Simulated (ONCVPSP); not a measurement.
# What one change does to a pseudopotential (Te, ONCV)

| Quantity | Value |
| --- | --- |
| Element | tellurium (Te) |
| Generator | ONCVPSP 4.0.1 |
| Type | optimised norm-conserving Vanderbilt (ONCV) |
| Functional | PBEsol |
| Relativity | scalar-relativistic |
| Frozen core | [Kr] 4d10 |
| Valence charge | 6 |
| Reference configuration | 5s2 5p3 (charge +1) |
| Partial waves | 5s: rc 1.65 bohr, ncon 5, nbas 10, qcut 4.3 1/bohr, 2 projectors, debl 0.8 Ha; 5p: rc 2.10 bohr, ncon 4, nbas 9, qcut 4.6 1/bohr, 3 projectors, debl 2.8 Ha |
| Local potential | polynomial inside 1.50 bohr (lpopt 5, dvloc0 2 Ha) |
| Core correction | Teter function, fcfact 3, rcfact 1.6 |

In the s channel the program set the typed energies aside and used -0.864, 0.250 Ha.

All-electron outer shells of the reference configuration (PBEsol, scalar-relativistic, ld1.x):

| shell | level (eV) | outermost node (bohr) | outermost maximum (bohr) |
| --- | --- | --- | --- |
| 4p | -123.30 | 0.38 | 0.74 |
| 4d | -50.63 | 0.36 | 0.81 |
| 5s | -23.51 | 0.91 | 1.77 |
| 5p | -13.72 | 1.00 | 2.11 |

Change: functional PBE. In the s channel the program set the typed energies aside and used -0.862, 0.250 Ha.

Cutoffs: the cutoffs (Ha) at which the residual kinetic energy of the hardest occupied pseudo-wave falls to 1 and 0.1 mHa per electron; they do not see the model core or the augmentation charge, which bear on the density cutoff. Errors are all-electron minus pseudo energies relative to the spin-unpolarised reference configuration.

Task: What does the change do?

Result: The potential gets neither clearly harder nor softer (51 Ha and 106 Ha → 45 Ha and 105 Ha); both files keep a bound ghost (s); of the 4 tests that both files solve, the error grows in 2 and shrinks in 0 by more than 15 % and 0.3 meV (median size 52.7 → 63.7 meV).

```tsv
quantity	base	changed
cutoff, loose	51 Ha	45 Ha
cutoff, tight	106 Ha	105 Ha
loose cutoff by channel	s 51 Ha, p 7.9 Ha	s 45 Ha, p 7.8 Ha
bound ghosts	s	s
GHOST(+) flags under 300 eV	s at 64.8 eV, p at 212.1 eV	s at 69.7 eV, p at 212.6 eV
error for 5s2 5p4, meV [ΔE -9.75 → -9.73 eV]	-17	-24
error for 5s2 5p2, meV [ΔE 17.97 → 17.92 eV]	-49	-56
error for 5s2 5p1, meV [ΔE 44.93 → 44.82 eV]	-253	-266
error for 5s0 5p6, meV [ΔE 9.01 → 8.97 eV]	-56	-72
s: phases at 1.67 bohr within 0.05 rad from the reference energy up to (Ha; the scan ends near 5)	2.1	2.3
p: phases at 2.14 bohr within 0.05 rad from the reference energy up to (Ha; the scan ends near 5)	to the end of the scan	to the end of the scan
rms error of d²Exc/dni dnj with the model core, mHa	2.32	2.78
```

 A true bound ghost makes a file unfit for plane-wave use even where its test errors are small: the radial tests pick states by their node count and pass the ghost by.
